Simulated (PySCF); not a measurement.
**Static response to an electric field**

C6H10O.
Geometry (PBE0-D3(BJ)/def2-SVP, Å), atoms numbered from 1 in this order:
```xyz
17
C6H10O angstrom
C     -1.337    2.059   -0.859
O     -0.077    1.466   -0.807
C      0.119    0.691    0.342
C      1.083   -0.421    0.273
C      2.514   -0.752    0.162
C     -0.178   -0.765    0.333
C     -1.238   -1.789    0.346
H     -2.154    1.311   -0.903
H     -1.529    2.711    0.018
H     -1.387    2.680   -1.765
H     -0.005    1.298    1.261
H      3.079   -0.321    1.004
H      2.682   -1.838    0.145
H      2.931   -0.317   -0.759
H     -0.823   -2.808    0.356
H     -1.891   -1.666    1.225
H     -1.879   -1.688   -0.545
```

Level: B3LYP/def2-SVPD (PySCF), static field, nuclei fixed, core orbitals frozen in the response. The polarisability tensor in these axes (au):

```
x   90.77 -2.19  1.38
y   -2.19 82.20 -3.52
z    1.38 -3.52 63.32
```

Question: What are the eigenvalues, a third of the trace, and Δα (Δα² = ½Σ(αi − αj)² over the three pairs)?

Answer: Principal values 62.66, 82.17 and 91.47 au; mean 78.77 au = 11.67 Å³ = 12.99 × 10⁻⁴⁰ C²·m²/J; Δα = 25.47 au (32 % of the mean).

Question: What is the dipole moment, and where does it point?

Answer: (-0.50, -1.18, 0.80) D, 1.51 D in size, pointing from the negative to the positive side. Measured along this direction, the outermost atoms are H10 at the negative end and H15 and H16 at the positive end.

Question: Form Σ f/ω² (atomic units) for the 6 lowest TDDFT singlets, given as eV and f, and set it beside the mean polarisability, which is this sum over all singlets: 5.89, 0.0028; 6.16, 0.0068; 6.34, 0.0055; 6.73, 0.1010; 6.76, 0.0319; 6.97, 0.0054.

Answer: They add up to 2.54 au, 3.2 % of the 78.77 au; the largest single term is 1.65 au, from the state at 6.73 eV. Terms in order: 0.06, 0.13, 0.10, 1.65, 0.52, 0.08 au. Higher excitations give the rest. The strengths listed sum to 0.153.

Question: Orientational against electronic polarisability at 298 K (dilute gas, rigid molecules)?

Answer: In Gaussian units μ²/3kT = 18.47 Å³ against 11.67 Å³, a ratio of 1.58; the Debye molar polarisation (4π/3)N_A(α + μ²/3kT) is 76.0 cm³/mol, leaving out the vibrational part.

Question: Molar refractivity from α?

Answer: Lorentz–Lorenz: R = (4π/3)N_A α = 2.5225 cm³/(mol·Å³) × 11.67 Å³ = 29.4 cm³/mol, in the limit of long wavelengths.

Question: Traceless (Buckingham) quadrupole moment about the centre of nuclear charge: eigenvalues?

Answer: -4.25, -0.79, 5.04 D·Å. The values depend on the origin, since the dipole doesn't vanish. The electronic extent ⟨r²⟩ about the same centre is 935 bohr², a root-mean-square distance of 2.20 Å for the 54 electrons.

The structure is a single PBE0-D3(BJ)/def2-SVP conformer in the gas phase; no vibrational or solvent corrections.
